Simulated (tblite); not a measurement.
Compound: C₅H₁₄OSi₃.
Numbering: `[CH:1]#[C:2][CH2:3][C@@H:4]([CH3:5])[Si@H:6]([SiH3:7])[O:8][SiH3:9]` (hydrogens: H10 on C1; H11, H12 on C3; H13 on C4; H14, H15, H16 on C5; H17 on Si6; H18, H19, H20 on Si7; H21, H22, H23 on Si9)

Computed with GFN2-xTB (tblite), gas phase: L-BFGS steps from a force-field or distance-geometry start until the largest atomic force falls under 0.01 eV/Å.

Geometry at step 12:
```
atom  x, y, z in Å
C1      3.3444    1.5385    0.7951
C2      2.8012    0.5106    0.4911
C3      2.1649   -0.7484    0.1368
C4      0.9690   -0.5664   -0.8171
C5      0.4256   -1.9400   -1.1897
Si6    -0.3788    0.4281    0.1307
Si7    -1.9109   -1.1330    0.9664
O8     -1.2729    1.4826   -0.7490
Si9    -2.3839    2.5410   -0.2155
H10     3.8087    2.4423    1.0696
H11     1.7971   -1.2331    1.0537
H12     2.9108   -1.3950   -0.3486
H13     1.3305   -0.0754   -1.7250
H14     0.1588   -2.4628   -0.2763
H15    -0.4711   -1.8656   -1.8024
H16     1.1743   -2.5287   -1.7190
H17     0.3068    1.3329    1.0771
H18    -1.2851   -1.9532    2.0164
H19    -3.1316   -0.5734    1.5417
H20    -2.4330   -2.0847   -0.0228
H21    -3.6725    1.8261   -0.2617
H22    -2.2409    3.7188   -1.0780
H23    -2.0162    2.7658    1.2095
```

Task: What forces act on the atoms?

Result: 
| atom | Fx (eV/Å) | Fy (eV/Å) | Fz (eV/Å) |
| --- | --- | --- | --- |
| C1 | -0.184 | -0.376 | -0.119 |
| C2 | 0.167 | 0.183 | 0.096 |
| C3 | -0.088 | 0.140 | -0.105 |
| C4 | -0.044 | 0.294 | 0.063 |
| C5 | 0.096 | 0.057 | 0.009 |
| Si6 | -0.128 | -0.330 | 0.214 |
| Si7 | 0.225 | 0.146 | 0.044 |
| O8 | 0.112 | -0.014 | -0.131 |
| Si9 | -0.027 | 0.024 | 0.286 |
| H10 | -0.058 | -0.122 | -0.066 |
| H11 | 0.215 | 0.030 | -0.147 |
| H12 | -0.078 | 0.049 | 0.193 |
| H13 | -0.069 | 0.103 | 0.041 |
| H14 | 0.006 | -0.239 | 0.025 |
| H15 | 0.121 | 0.021 | -0.084 |
| H16 | -0.029 | -0.008 | -0.053 |
| H17 | -0.042 | -0.200 | -0.004 |
| H18 | -0.050 | -0.009 | 0.003 |
| H19 | -0.037 | 0.125 | 0.121 |
| H20 | 0.019 | -0.036 | -0.044 |
| H21 | 0.171 | 0.218 | -0.073 |
| H22 | -0.049 | -0.225 | 0.130 |
| H23 | -0.250 | 0.169 | -0.399 |

The largest, 0.50 eV/Å, acts on H23; the rms over all components is 0.146 eV/Å. The forces sum to zero within rounding, as they must for an isolated molecule in no field.

Task: Give the force on H23 in Eh/bohr and in nN.

Result: 0.500 eV/Å ÷ 51.422 = 0.00973 Eh/bohr, and 0.500 eV/Å × 1.602 = 0.80 nN.

Task: How far is this geometry from the end of the optimisation?

Result: 0.374 eV above it, and 1.218 Å rms away after alignment. The bonds farthest from their final lengths, with half the difference of the two atoms' forces along the bond (positive lengthens):

```
   bond  now (Å)  final (Å)  force along bond (eV/Å)
Si6–Si7    2.342      2.307                    -0.30
Si9–H23    1.489      1.459                    -0.34
Si6–H17    1.478      1.468                    -0.01
Si9–H21    1.474      1.464                    -0.13
 O8–Si9    1.625      1.616                    +0.13
  C2–C3    1.454      1.447                    +0.10
```

The angle farthest from its final value is Si6–O8–Si9, 128.0° against 159.6°.

Of the 4 listed bonds off by 0.010 Å or more, this force points towards the final length in 4.

The cost below is that of the whole relaxation. The run took 5.3 s on an Arm Neoverse N1 with one thread, shared host.
